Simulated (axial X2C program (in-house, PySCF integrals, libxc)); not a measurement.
Levels of TlB⁺ by electron attachment to TlB²⁺ (EOM-EA-CCSD)

Calculated with an in-house all-electron X2C program for linear molecules (integrals from PySCF): two-component X2C with atomic mean-field Coulomb and Gaunt terms, Gaussian nuclei, basis Tl dyall-acv3z, B dyall-av3z with contracted cores.

R = 3.043 Å (near the PBE0 minimum at charge 1 of the determinant lowest at the starting distance; the state shown can have its own minimum elsewhere).

Levels of TlB⁺ obtained by attaching an electron to TlB²⁺:

| Ω | binding energy (eV) | above lowest (cm⁻¹) | attached spinor | one-particle weight |
| --- | --- | --- | --- | --- |
| 1/2 | 12.976 | 0 | 73% B pσ, 17% Tl pσ | 0.94 |
| 1/2 | 12.512 | 3740 | 89% B pπ | 0.94 |
| 3/2 | 12.490 | 3915 | 91% B pπ | 0.94 |
| 1/2 | 9.906 | 24760 | 75% Tl pπ, 7% B dπ, 7% B pπ | 0.95 |
| 3/2 | 9.143 | 30915 | 81% Tl pπ, 10% B dπ, 7% B pπ | 0.96 |

Take the first Ω = 1/2 and Ω = 3/2 rows of π character: how far apart are they, and which lies lower?

E(3/2) − E(1/2) = 3915 − 3740 = 175 cm⁻¹ at EOM-EA-CCSD: regular, Ω = 1/2 lower. Splittings at this level can be off by ten to twenty per cent.

This point took 19 s on 1 thread of Arm Neoverse V1, on a shared host.

Reference electrons by ω block (each with its −ω partner): 1/2: 24, 3/2: 12, 5/2: 5, 7/2: 1. 14 electrons of TlB²⁺ correlated (inner shells frozen), 92 natural virtual spinors (a truncated set); levels can be off by some tenths of an eV. Roots sought by Ω: (1/2: 5, 3/2: 4, 5/2: 2, 7/2: 1); the list ends where they run out and leaves out roots under 60 % one-particle weight. The solver can skip a root, and states that need a further excitation, which the method places far too high, are missing though they may lie low or lowest. T1 of the reference 0.011 (Lee–Taylor). The reference was not checked to be the lowest state of its species. Number of frozen shells: Tl 5 s, 4 p, 2 d, 1 f; B 1 s.
